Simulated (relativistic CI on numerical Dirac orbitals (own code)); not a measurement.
# Mo2+: what numerical and physical settings do to a radial Dirac CI calculation

Reference input:

```
atom Mo  Z=42  charge=2  electrons=40
nucleus A=98  rms_radius_fm=4.4091
hamiltonian dirac-coulomb  breit=on  qed=on  c_scale=1
orbitals kli  potential=per-configuration
slater_scale 1
correlation none
mixing on
grid step=0.0125 r_max=67.1
scf mixing=0.4 start=green max_iterations=150 tolerance=2e-08 node_fill=0.05
configurations
  [Kr] 4d4
  [Kr] 4d3 5s
end
```

Computed lowest total energy -4042.47851 Ha, first excitation 202.1 cm⁻¹, 22 SCF steps. Runs with settings changed; * marks those that are bad on purpose (the QED terms keep the true α when c is scaled):

| Changed | Outcome | Lowest level | ΔE (Ha) | First excitation (cm⁻¹) | SCF steps | Message |
| --- | --- | --- | --- | --- | --- | --- |
| node fill of the KLI weights 0.5 | converged | 4d4 5D_0 | 0.0441 | 227.5 | 23 |  |
| node fill of the KLI weights 0, QED terms off, nuclear radius 4.85 fm | converged | 4d4 5D_0 | -1.61 | 197.1 | 22 |  |
| node fill of the KLI weights 0.2, Breit term off | converged | 4d4 5D_0 | -2.41 | 226.3 | 22 |  |
| SCF mixing 1.3 * | converged | 4d4 5D_0 | 1.13e-09 | 202.1 | 22 |  |
| speed of light × 0.2 * | not converged |  |  |  | 1 | SCF of 1s2 2s2 2p6 3s2 3p6 3d10 4s2 4p6 4d4 stopped: an orbital could not be found |

With so few configurations and no correlation, terms lie too far apart (by 10 to 50 % near neutrality), their order can be wrong, and levels of other configurations are missing.
